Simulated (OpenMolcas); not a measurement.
# Os6+ in a point-charge field

Os6+ among 6 point charges of -1.7 e arranged as a trigonal prism (D3h), 2.03 Å from the ion, with a polar angle of 50.6° against the regular 49.1°.
```
   1.5680    0.0000    1.2892  -1.70
  -0.7840    1.3580    1.2892  -1.70
  -0.7840   -1.3580    1.2892  -1.70
   1.5680    0.0000   -1.2892  -1.70
  -0.7840    1.3580   -1.2892  -1.70
  -0.7840   -1.3580   -1.2892  -1.70
```

```yaml
Program: OpenMolcas 26.06
Method: "SS-CASPT2, IPEA 0.25 Eh, imaginary shift 0.1 Eh (closed shells correlated: 4f 5s 5p)"
Basis: ANO-RCC-VDZP [7s6p4d2f1g]
Scalar_Hamiltonian: DKH2, point nucleus
Active_space: 2 electrons in 5 orbitals (5d)
State_averaging: 2S+1 = 3 even, 10 roots; 2S+1 = 1 even, 15 roots
Spin-orbit_coupling: RASSI with atomic mean-field integrals over the reference wave functions
```

The lowest spin-free states (labels of D3, the rotations of D3h), above the lowest:

| State | Degeneracy | E (cm-1) | Free-ion L (%) |
| --- | --- | --- | --- |
| 3E | 2 | 0 | F (100) |
| 3A1 | 1 | 3220 | F (100) |
| 3A2 | 1 | 3220 | F (100) |
| 3A2 | 1 | 3810 | F (75) |
| 3E | 2 | 4170 | F (99) |
| 1A1 | 1 | 10020 | D (98) |
| 1E | 2 | 12890 | D (80) |
| 1E | 2 | 13990 | D (99) |
| 1E | 2 | 14610 | G (100) |
| 3A2 | 1 | 15180 | P (75) |
| 3E | 2 | 17610 | P (99) |
| 1A1 | 1 | 20840 | G (100) |
| 1A2 | 1 | 20860 | G (100) |
| 1A1 | 1 | 22850 | G (97) |
| 1E | 2 | 23700 | G (99) |
| 1E | 2 | 25810 | G (80) |
| 1A1 | 1 | 47500 | S (96) |

The lowest levels with spin-orbit coupling:

```tsv
E (cm-1)	Degeneracy	Label	2S+1	g
0	2	E	3 (90 %)	0.00 0.00 0.92
350	2	E	3 (89 %)	0.00 0.00 2.98
1030	1	A1	3 (81 %)	
11150	1	A2	3	
11160	1	A1	3	
11350	2	E	3	0.00 0.00 3.87
11980	2	E	3	0.00 0.00 2.56
13280	1	A2	3	
16810	1	A1	3 (89 %)	
18560	2	E	3 (77 %)	0.00 0.00 2.71
18880	1	A1	3 (87 %)	
18880	1	A2	3 (87 %)	
19070	2	E	3 (64 %)	0.00 0.00 9.28
19830	2	E	3 (74 %)	0.00 0.00 4.94
20860	1	A1	3 (65 %)	
23460	2	E	3 (61 %)	0.00 0.00 4.83
23990	1	A1	3 (68 %)	
24070	2	E	3 (65 %)	0.00 0.00 2.43
25850	2	E	3	0.00 0.00 2.79
26660	1	A2	3
```

Electric-dipole absorption from the lowest level at this geometry, strongest bands:

| E (cm-1) | λ (nm) | Label | f |
| --- | --- | --- | --- |
| 11150 | 897 | A2 | 5.55e-06 |
| 11160 | 896 | A1 | 1.05e-05 |
| 11980 | 835 | E | 1.41e-06 |
| 18560 | 539 | E | 2.32e-06 |
| 18880 | 530 | A1 | 1.48e-06 |
| 18880 | 530 | A2 | 4.50e-06 |
| 19070 | 524 | E | 2.36e-06 |
| 23460 | 426 | E | 6.45e-06 |
| 34680 | 288 | A2 | 2.33e-06 |
| 34890 | 287 | E | 3.89e-06 |

Powder χT (cm3 K/mol): 0.028 at 2 K, 0.0332 at 10 K, 0.0593 at 50 K, 0.0929 at 100 K, 0.161 at 200 K, 0.215 at 300 K. The effective moment at 300 K is 2.828 √(χT) = 1.31 μB.

Roots that are degenerate in the reference are averaged as groups; the widest CASPT2 spread within a group is 87 cm-1 (the 2-fold group of multiplicity 3 near 0 cm-1 above the lowest state of its run). Shifts and gaps below about the spread of the groups concerned are not significant. Spin-orbit coupling mixes the spin-free states strongly: the lowest level takes only 59 % from its leading state, 3E. An orbital doublet at a regular site is open to a Jahn-Teller distortion, which this geometry leaves out. The ground term spreads over less than 5000 cm-1, several times less than with real ligands, so orbital moments are less quenched and χT lies further from the spin-only value than at real sites. Free-ion shares, where given, are those of the reference states; single-state CASPT2 does not remix them. Point charges carry no covalency, so the field is a model and not that of real ligands. No measured value stands beside these numbers.

With an even number of electrons the g values are those of a degenerate or nearly degenerate non-Kramers pair.
